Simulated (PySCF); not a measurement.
**Exercise with solution: refractive index and permittivity of the vapour**

B(CCH)(Me)(OMe) (C4H7BO), SMILES C#CB(C)OC.

Geometry optimised at PBE0-D3(BJ)/def2-SVP. This is a generated structure with no PubChem entry under its InChIKey; it may be hypothetical. One conformer was computed; it need not be the lowest.

PBE0/def2-TZVP (PySCF) gives a mean static polarisability of 64.2 bohr³ and a dipole moment of 1.42 D. Take an ideal gas at 298.15 K and 1 bar, whether or not the substance is that volatile.

Question: Work out n − 1 in the optical limit and the static ε − 1.

Answer: 
Polarisability volume α' = 64.2 × 0.148185 = 9.51 Å³. Number density N = p/kT = 2.43e-5 Å⁻³.
Dilute limit of Lorentz–Lorenz: n − 1 = 2π N α' = 0.0015.
Orientation term of Debye: μ²/(3kT) = 8.098 Å³ × μ²(D²) = 16.33 Å³.
ε − 1 = 4π N (α' + μ²/3kT) = 0.0079. Orientation of the dipole supplies 63 % of the static response; it can't follow optical fields. Vibrational polarisation and dispersion are left out.
